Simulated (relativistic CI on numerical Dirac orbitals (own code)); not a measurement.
**Si X: sensitivity of the levels to the model**

Base calculation: Dirac-Coulomb-Breit CI, KLI orbitals optimised for each configuration, model QED (radiative potential, 1s self-energy scaled to tabulated hydrogen-like ionisation energies), unscaled Slater integrals.

Configuration list (outside the closed core 1s2): 2s²2p, 2s2p², 2p³, 2p²3s, 2s²3s, 2p²3p, 2p²3d, 2s²3p, 2s²3d, 2s2p3s, 2s2p3p, 2s2p3d, 2s²4s, 2s²4p, 2s²4d, 2s²4f. Levels of other configurations are missing.

The lowest level and the first level of each name with at least 55 % of one term (blank where a level has no safe partner in the second run):

| Level | Base (cm⁻¹) | Shift (cm⁻¹) |
| --- | --- | --- |
| 2s²2p ²P°1/2 | 0 | 0 |
| 2s²2p ²P°3/2 | 6940 | +17 |
| 2s2p² ⁴P1/2 | 157163 | -1967 |
| 2s2p² ⁴P3/2 | 159617 | -1963 |
| 2s2p² ⁴P5/2 | 163151 | -1951 |
| 2s2p² ²D5/2 | 292434 | +1365 |
| 2s2p² ²D3/2 | 292444 | +1375 |
| 2s2p² ²S1/2 | 374121 | -1402 |
| 2s2p² ²P1/2 | 399619 | +3465 |
| 2s2p² ²P3/2 | 403648 | +3563 |
| 2p³ ⁴S°3/2 | 509576 | -2422 |
| 2p³ ²D°5/2 | 583744 | +1622 |
| 2p³ ²D°3/2 | 583756 | +1627 |
| 2p³ ²P°1/2 | 658509 | +836 |

At this charge energies of transitions that change n are usually good to better than 1 %, and those within a shell (Δn = 0) to a few per cent.

(1) One thing was changed in a second run, which moved the levels as shown. Which?
A. configuration mixing switched off
B. only the first 3 configurations
C. QED terms removed
D. Breit term removed

Results:

(1) B. Only the first 3 configurations. With fewer configurations the levels that remain lose their mixing partners.

LS names give the leading component of a level, which can be under half, so a name can repeat, a term be missing and a line seem to break the LS rules.
